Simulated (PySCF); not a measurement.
# Löwdin shares of the frontier orbitals

Compound: C₇H₁₁P.
Atom-mapped SMILES: `[CH2:1]=[CH:2][P:3]([C:4]#[C:5][CH3:6])[CH2:7][CH3:8]` (hydrogens: H9, H10 on C1; H11 on C2; H12, H13, H14 on C6; H15, H16 on C7; H17, H18, H19 on C8)

Computed, not measured: PySCF 2.14.0, density-fitted response routines, TDDFT PBE0/def2-SVPD, vertical, gas phase, core orbitals frozen in the response. One conformer (not necessarily the lowest) at the GFN2-xTB geometry, without solvent, vibrations or thermal averaging. GFN2-xTB frequencies show an imaginary mode (36i cm⁻¹), so this geometry is no minimum at that level. Torsions of this conformer, `[CH2:1]=[CH:2][P:3]([C:4]#[C:5][CH3:6])[CH2:7][CH3:8]`: C1–C2–P3–C4 170°, C2–P3–C7–C8 168°.

Kohn–Sham orbitals with the atoms that hold most of them (Löwdin shares over 4%, at most four atoms; ? is withheld):

| orbital | ε (eV) | atoms |
| --- | --- | --- |
| LUMO+2 | 0.53 | C5 13%, P3 11%, C4 11%, C1 10% |
| LUMO+1 | 0.50 | P3 22%, C5 19%, C4 18%, C2 10% |
| LUMO | -0.33 | C2 27%, C1 27%, P3 15%, C7 7% |
| HOMO | ? | ? |
| HOMO-1 | -7.56 | ? |
| HOMO-2 | -7.87 | C4 24%, C5 20%, C2 19%, C1 18% |
| HOMO-3 | -8.53 | P3 19%, C4 17%, C2 16%, C5 11% |

Q: Which atoms hold the HOMO-1, and with what shares?

A: C4 (bonded to C and P) 32%; C5 (bonded to 2 C) 30%; C2 (bonded to C, P and H) 8%; C6 (bonded to C and 3 H) 6%.

Q: Which atoms hold the HOMO, and with what shares?

A: P3 (bonded to 3 C) 39%; C4 (bonded to C and P) 13%; C5 (bonded to 2 C) 12%; C2 (bonded to C, P and H) 9%. By element: phosphorus 39%, carbon 35% or more.

Q: What is the HOMO energy, and the HOMO–LUMO gap?

A: ε(HOMO) = -6.35 eV; the gap is 6.01 eV (0.2210 hartree).

Q: How does S1 compare with the orbital gap of 6.01 eV?

A: S1 is at 4.98 eV (f = 0.062), 1.03 eV below the gap, made of HOMO→LUMO (91%). Without the coupling terms of the response equations the lowest excitation would equal the gap.

Q: Give energy, strength and leading configuration of S1 and S2, and follow the Löwdin shares of the leading atoms from the occupied to the empty orbital.

A: 
- S1 (4.98 eV, f 0.062), HOMO→LUMO (91%): P3 39% → 15%, C4 13% → at most 8%, C2 9% → 27%, C1 at most 9% → 27%
- S2 (5.47 eV, f 0.0033), HOMO→LUMO+1 (81%): P3 39% → 22%, C4 13% → 18%, C5 12% → 19%

Löwdin shares depend on the basis, the more so with diffuse functions.
